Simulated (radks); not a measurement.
All-electron atom: the molybdenum ion Mo2+ in [Kr] 4d4. Method: scalar-relativistic Kohn-Sham, r2SCAN, spin-unpolarised, spherical densities, finite nucleus; meta-GGA in the generalised Kohn-Sham scheme; Fermi nuclear charge, rms radius 4.4091 fm; computed with a radial shooting solver on a logarithmic mesh with Libxc functionals.

Radial electron density D(r) = 4 pi r^2 rho(r):

r (bohr),D(r) (e/bohr)
0.001563,1.855
0.001791,2.357
0.002052,2.987
0.002351,3.774
0.002672,4.687
0.003061,5.877
0.003507,7.333
0.004018,9.101
0.004603,11.22
0.005274,13.74
0.006042,16.69
0.006922,20.09
0.007931,23.91
0.009086,28.13
0.01033,32.36
0.01183,36.98
0.01355,41.53
0.01553,45.73
0.01779,49.24
0.02038,51.77
0.02335,53.03
0.02676,52.92
0.03065,51.55
0.03512,49.31
0.04024,46.89
0.04573,45.26
0.05239,45.08
0.06002,47.08
0.06877,51.27
0.07879,56.84
0.09026,62.21
0.1034,65.45
0.1185,65.01
0.1357,60.55
0.1555,53.34
0.1768,46.38
0.2025,41.57
0.232,41.10
0.2658,44.43
0.3045,48.67
0.3489,50.18
0.3997,46.67
0.4579,38.49
0.5247,28.23
0.6011,19.19
0.6887,13.53
0.7827,11.47
0.8967,11.36
1.027,11.56
1.177,10.84
1.348,9.061
1.545,6.738
1.77,4.513
2.028,2.768
2.323,1.581
2.662,0.8491
3.025,0.4438
3.466,0.2031
3.971,0.08167
4.549,0.02780
5.212,0.007742
5.971,0.001706

D(r) has 4 maxima, at r = 0.0247, 0.109, 0.341, 1.00 bohr, and minima at 0.0495, 0.219, 0.841 bohr, inside which lie 2.03, 11.08, 29.24 electrons.
